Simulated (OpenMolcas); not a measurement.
**Mo III: the spin-orbit constant, worked from levels**

```
Program             : OpenMolcas
Basis               : ANO-RCC-VQZP [8s7p5d3f2g1h]
Scalar Hamiltonian  : DKH2, point nucleus
Active space        : 4 electrons in 5 orbitals (4d)
State averaging     : 2S+1 = 5 even, 5 roots; 2S+1 = 3 even, 45 roots; 2S+1 = 1 even, 50 roots
Spin-orbit coupling : RASSI with atomic mean-field integrals over the reference wave functions, term energies averaged over their components
```

Methods: CASSCF; MS-CASPT2, IPEA 0.25 Eh, imaginary shift 0.1 Eh (closed shells correlated: 4s 4p). Measured levels: Sugar and Musgrove, J. Phys. Chem. Ref. Data 17, 155 (1988).

**The spin-orbit constant.** For the Hund term ⁵D of d4, E(J) = (A/2) J(J+1) + constant and ζ = 2S·A = 4A. From J = 0 to J = 4 the energy changes by 10 A.

| Source | E(4) - E(0) | A | ζ |
| --- | --- | --- | --- |
| CASSCF | 1824.2 | 182.4 | 730 |
| MS-CASPT2 | 1857.6 | 185.8 | 743 |
| measured | 1872.3 | 187.2 | 749 |

All in cm-1. MS-CASPT2 is off by -0.8 % and CASSCF by -2.6 %. Both methods take the spin-orbit matrix elements from the reference wave functions, so the second can move ζ only through the term energies and any multistate remixing. Second-order mixing with other terms is absorbed into this ζ.

Term energies are means over components that CASPT2 splits; among the terms shown or strongly mixed into the levels shown the widest spread is 11 cm-1 (4d⁴ ⁵D, MS-CASPT2). Levels of configurations with an s electron are missing; early in the row they begin among the upper levels of the d shell and mix with terms of their name. Without dynamic correlation excited terms often stand tens of per cent too high (terms of higher spin than the ground term too low), and those without a measured partner can miss by more than the paired ones (holds for CASSCF). Measured partners are found by configuration, term and J. A level has none where our copy of the source lacks it or the pairing is in doubt (some pairs that miss far off the trend of their configuration count as doubtful), and it then counts in no deviation. Only configurations of the active space appear.
